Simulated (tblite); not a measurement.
Species: C5H8OP2.
Geometry (GFN2-xTB, Å), atoms numbered from 1 in this order:
```
atom  x, y, z in Å
O1     1.7110   -1.1313    2.0181
P2     1.0417   -0.6059    0.8206
P3     2.4451   -0.4867   -0.8636
C4    -0.3553   -1.5821    0.2201
C5    -1.3534   -1.0071   -0.4338
C6    -1.4090    0.4555   -0.7566
C7    -0.8122    1.3374    0.2970
C8     0.2455    1.0082    1.0232
H9     1.7555    0.5357   -1.5074
H10    3.2245    0.4067   -0.1346
H11   -0.3426   -2.6340    0.4675
H12   -2.1978   -1.5940   -0.7725
H13   -2.4447    0.7512   -0.9367
H14   -0.8653    0.6200   -1.6964
H15   -1.3004    2.2927    0.4445
H16    0.6498    1.6427    1.7994
```

Level: GFN2-xTB in tblite, geometry and Hessian alike; calculated harmonic values, unscaled, isolated species. Errors from tens to a few hundred cm⁻¹ against measured bands are possible. Modes of hydrogen on phosphorus can be 10 to 20 % off. One conformer, not necessarily the lowest.

Harmonic wavenumbers (cm⁻¹): 63.0, 116.7, 120.3, 164.3, 247.3, 292.6, 337.8, 351.1, 395.8, 486.2, 487.4, 656.6, 682.8, 688.1, 718.1, 736.6, 803.3, 808.5, 899.3, 901.0, 912.4, 956.9, 1024.9, 1104.9, 1131.5, 1136.4, 1159.0, 1252.4, 1284.2, 1312.6, 1325.8, 1438.7, 1654.7, 1686.6, 2271.7, 2331.1, 2891.2, 2985.7, 3039.5, 3043.9, 3057.2, 3061.1.

A = 2102, B = 1216, C = 1135 MHz; mass 146.005 u (most abundant isotopes); point group C1, symmetry number 1.

Zero-point energy?

½Σν̃ = 25010 cm⁻¹ = 299.18 kJ/mol.

What is S at 273.15 K and 1 bar for an ideal gas of classical rigid rotors and harmonic oscillators?

Translation 169.19, rotation 120.64, vibration 90.62: S = 380.4 J/(mol K).

And Cp and H(273.15 K) − H(0)?

Cp = 140.06 J/(mol K), of which vibrations give 106.81 (their classical limit is 42 R = 349.2); H(273.15 K) − H(0) = 23.02 kJ/mol without the zero-point energy, 13.93 from vibrations.

How do the functions run with temperature in this model?

```json
{"T (K)": "50", "S (J/(mol K))": "240.8", "Cp (J/(mol K))": "48.7", "H − H(0) (kJ/mol)": "1.93", "G − H(0) (kJ/mol)": "-10.11", "ln q(vib)": "0.26"}
{"T (K)": "100", "S (J/(mol K))": "281.1", "Cp (J/(mol K))": "69.7", "H − H(0) (kJ/mol)": "4.90", "G − H(0) (kJ/mol)": "-23.21", "ln q(vib)": "1.08"}
{"T (K)": "298.15", "S (J/(mol K))": "393.1", "Cp (J/(mol K))": "150.1", "H − H(0) (kJ/mol)": "26.64", "G − H(0) (kJ/mol)": "-90.57", "ln q(vib)": "5.33"}
{"T (K)": "373.15", "S (J/(mol K))": "429.9", "Cp (J/(mol K))": "178.1", "H − H(0) (kJ/mol)": "38.97", "G − H(0) (kJ/mol)": "-121.45", "ln q(vib)": "7.04"}
{"T (K)": "500", "S (J/(mol K))": "487.7", "Cp (J/(mol K))": "216.8", "H − H(0) (kJ/mol)": "64.13", "G − H(0) (kJ/mol)": "-179.71", "ln q(vib)": "9.95"}
{"T (K)": "750", "S (J/(mol K))": "586.1", "Cp (J/(mol K))": "268.0", "H − H(0) (kJ/mol)": "125.27", "G − H(0) (kJ/mol)": "-314.33", "ln q(vib)": "15.51"}
{"T (K)": "1000", "S (J/(mol K))": "668.0", "Cp (J/(mol K))": "300.2", "H − H(0) (kJ/mol)": "196.58", "G − H(0) (kJ/mol)": "-471.39", "ln q(vib)": "20.65"}
```

q(vib) and H(0) count from the zero-point level.

What must be added to the electronic energy to get the Gibbs energy at 273.15 K and 1 bar?

ZPE + [H(273.15 K) − H(0)] − T·S = 299.18 + 23.02 − 103.92 = 218.28 kJ/mol.

Hindered rotation and anharmonicity are outside this model. Other conformers, if any are populated, would add a mixing term that is left out. The structure is chiral; the term R ln 2 for an equal mix with its mirror image is left out.
